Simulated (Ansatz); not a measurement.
Molecule: C$_{2}$H$_{6}$Cl$_{3}$NSi, charge 0, multiplicity 1. 
Structure (B3LYP-D3(BJ)/def2-TZVP (Ansatz, a program for electronic structure) minimum search):
```
N
C 1 1.4579
H 2 1.0877 1 110.84
H 2 1.0938 3 108.04 1 -120.20
H 2 1.0962 3 108.46 4 -117.06
C 1 1.4579 2 113.04 3 -177.95
H 6 1.0877 1 110.84 2 177.95
H 6 1.0938 7 108.04 1 120.20
H 6 1.0962 7 108.46 8 117.06
Si 1 1.6888 2 121.76 3 22.65
Cl 10 2.0461 1 110.02 2 -161.47
Cl 10 2.0461 1 110.02 2 -40.91
Cl 10 2.0600 1 113.74 2 78.81
```

Total electronic energies in hartree. Valence correlation only, unless marked. No spin-orbit coupling. Non-relativistic. CBS(X,Y): correlation extrapolated as X^-3; Hartree-Fock from the larger set. [CCSD(T)-MP2]/basis is that difference in the basis named.

| level | program | energy (Eh) |
|---|---|---|
| HF/cc-pV(Q+d)Z | Ansatz | -1801.44894 |
| PBE-D3(BJ)/def2-TZVPD | Ansatz + dftd3 | -1804.08172 |
| BLYP/def2-TZVPD | Ansatz | -1804.87127 |
| r2SCAN-D3(BJ)/def2-TZVPD | Ansatz + dftd3 | -1804.76984 |
| B3LYP-D3(BJ)/def2-TZVPD | Ansatz + dftd3 | -1805.04937 |
| B3LYP/def2-TZVPD | Ansatz | -1805.01936 |
| PBE0/def2-TZVP | Ansatz | -1804.22112 |
| PBE0/def2-TZVPD | Ansatz | -1804.22333 |
| PBE0/def2-QZVPP | Ansatz | -1804.28138 |
| BHLYP-D3(BJ)/def2-TZVPD | Ansatz + dftd3 | -1804.89893 |
| BHLYP/def2-TZVPD | Ansatz | -1804.87446 |
| r2SCAN0/def2-TZVPD | Ansatz | -1804.73915 |
| HSE06-D3(BJ)/def2-TZVPD | Ansatz + dftd3 | -1804.19886 |
| B2GP-PLYP-D4/def2-TZVPD | Ansatz + dftd4 | -1804.13077 |
| MP2/aug-cc-pV(T+d)Z | Ansatz | -1802.69804 |
| RI-MP2/aug-cc-pV(T+d)Z | Ansatz | -1802.69758 |
| SCS-MP2/6-31G | Ansatz | -1801.46386 |
| CCSD/6-31G | Ansatz | -1801.51626 |
| CCSD/aug-cc-pV(D+d)Z | Ansatz | -1802.43431 |
| CCSD(T)/aug-cc-pV(D+d)Z | Ansatz | -1802.47190 |
| CCSD(T)/aug-cc-pV(T+d)Z | Ansatz | -1802.82905 |
| RI-MP2/CBS(cc-pV(T+d)Z,cc-pV(Q+d)Z)+[CCSD(T)-MP2]/cc-pV(T+d)Z | Ansatz | -1803.0022 |
| CCSD(T)/CBS(cc-pV(T+d)Z,cc-pV(Q+d)Z) | Ansatz | -1802.9989 |

Totals of different functionals don't rank their quality; only differences between species are comparable.
